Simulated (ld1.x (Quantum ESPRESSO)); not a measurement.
scandium, TM: configuration errors across variants

| Property | Result |
| --- | --- |
| Element | Sc |
| Generator | ld1.x (Quantum ESPRESSO) 7.5 |
| Type | norm-conserving Troullier–Martins (Kleinman–Bylander form) |
| Functional | PBE |
| Relativity | fully relativistic |
| Frozen core | [Ne] |
| Valence charge | 11 |
| Reference configuration | 3s2 3p6 3d1 4s0 4p0 (charge +2) |
| Partial waves | 3s (bound): rc 1.60 bohr; 3p (bound): rc 1.35 bohr; 3d (bound): rc 1.45 bohr |
| Local potential | the d channel |
| Core correction | none |

Open shells are filled in proportion to 2j + 1 (rel_dist='average').

All-electron excitation energies from the reference (eV): (1) 3s2 3p6 3d1 4s2 4p0 -19.665; (2) 3s2 3p6 3d1 4s1 4p0 -12.768; (3) 3s2 3p6 3d0 4s0 4p0 24.870; (4) 3s2 3p6 3d1 4s0 4p1 -9.338; (5) 3s2 3p6 3d1.5 4s1.5 4p0 -18.985; (6) 3s2 3p6 3d1 4s0 4p2 -13.991; (7) 3s2 3p6 3d1 4s1.5 4p0 -16.911.

Tests that are not counted but printed errors over 1 eV. “wave 3d (bound): rc 1.45 bohr becomes 3d (bound): rc 0.98 bohr”: 3s2 3p6 3d1.5 4s1.5 4p0 (solver errors, printed error -33.8 eV); 3s2 3p6 3d1 4s2 4p0 (solver errors, printed error -31.6 eV); 2 more.

Errors AE − PS in meV (a dash: test not solved or not reliable):

```tsv
change	(1)	(2)	(3)	(4)	(5)	(6)	(7)	bound ghosts
base	+708	+508	+30	-13	+436	-17	+632	not determined
wave 3d (bound): rc 1.45 bohr becomes 3d (bound): rc 0.98 bohr	–	–	+53	+18	–	+23	–	not determined
wave 3d (bound): rc 1.45 bohr becomes 3d (bound): rc 1.24 bohr	+1429	+1063	+28	+6.9	+888	+8.7	+1295	not determined
wave 3d (bound): rc 1.45 bohr becomes 3d (bound): rc 1.48 bohr	+708	+508	+30	-13	+436	-17	+632	not determined
wave 3d (bound): rc 1.45 bohr becomes 3d (bound): rc 1.98 bohr	+352	+272	+77	-113	+199	-150	+325	none
wave 3d (bound): rc 1.45 bohr becomes 3d (bound): rc 2.08 bohr	+316	+255	+98	-144	+170	-191	+298	none
```

Q: Give the same row for: wave 3d (bound): rc 1.45 bohr becomes 3d (bound): rc 1.64 bohr.

A: +524, +380, +39, -41, +319, -53, +471; bound ghosts: none.
